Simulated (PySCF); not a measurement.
## Computed properties of Si(Cl)(H)2(NCO) (CH2ClNOSi), SMILES O=C=N[SiH2]Cl

Si(Cl)(H)2(NCO) (CH2ClNOSi), SMILES O=C=N[SiH2]Cl. Geometry: PBE0-D3(BJ)/def2-SVP. The values are those of a single conformer. All values are computed for the isolated molecule unless a solvent is named; none is compared with measurement here.

**Structure.** The optimised structure has Cs symmetry. All 15 harmonic modes at PBE0-D3(BJ)/def2-SVP (PySCF) are real, so it is a minimum. With heavy atoms numbered as in [SiH2:1]([Cl:2])[N:3]=[C:4]=[O:5], the shortest bond between them is C4–O5 at 1.165 Å and the longest Si1–Cl2 at 2.060 Å.

**Vibrations.** The strongest infrared lines (harmonic, unscaled, degenerate partners summed) lie at 2491 cm⁻¹ (1567 km/mol, C 70 %, N 18 %, O 12 %), 902 cm⁻¹ (363 km/mol, H 89 %, Si 10 %), 957 cm⁻¹ (142 km/mol, H 95 %). The softest mode is at 48 cm⁻¹ and the zero-point energy is 20.9 kcal/mol.

**Electronic structure.** M06-2X/def2-TZVP (PySCF) places the frontier levels at -10.21 and 0.50 eV, a gap of 10.71 eV, and gives a dipole moment of 1.91 D and a mean polarisability of 55.0 bohr³.

**Excitations.** TDA-CAM-B3LYP/def2-SVPD (PySCF) has S1 at 6.92 eV (179 nm, f = 0.000, dark); the most intense of the 10 singlets computed lies at 8.89 eV (f = 0.26). T1 (TDA) is at 6.51 eV, 0.41 eV under S1. No vertical singlet excitation falls in the visible range (under 3.1 eV).

**NMR.** GIAO shifts at KT2/pcSseg-1 (PySCF) (non-relativistic, atoms alike by connectivity averaged): ¹³C at 120.0 ppm against TMS; ¹H at 5.8 ppm against TMS; ²⁹Si at -39.1 ppm against TMS. Without spin–orbit terms, shifts of atoms bonded to Cl or Br come out too high.
